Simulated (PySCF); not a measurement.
Gas-phase reaction: 2 ZnH₂ + 3 CO₂ → 2 Zn(OH)₂ + C₃O₂

Method: PySCF energies (xtb for GFN2) plus ideal-gas RRHO corrections (1 bar). † marks an energy on the PBE0/def2-TZVP geometry and frequencies; other levels use their own. 6-31G* has spherical d functions here. All species are closed-shell singlets. B3LYP is the form with VWN-RPA correlation. Zn: all electrons, no relativistic terms. ZnH₂, Zn(OH)₂: computed as isolated molecules; such fragments, hydroxides, amides, oligomers or adducts are transient or little studied in the gas. Warning, point group unlike the PBE0 one: Zn(OH)₂ (GFN2-xTB).

GFN2-xTB gives ΔH°(298 K) = 492 kJ.

Question: What do B3LYP/6-31G*, LDA/def2-TZVP†, B3LYP/def2-TZVP† give?

Answer: B3LYP/6-31G*: -8 kJ; LDA/def2-TZVP†: -28 kJ; B3LYP/def2-TZVP†: 65 kJ. For scale, ΔH°(298 K) is 492 kJ at this level, 65 kJ at ωB97M-V/def2-TZVP†, and runs from -28 to 492 kJ over the 20 levels computed († marks an energy on the PBE0/def2-TZVP geometry).
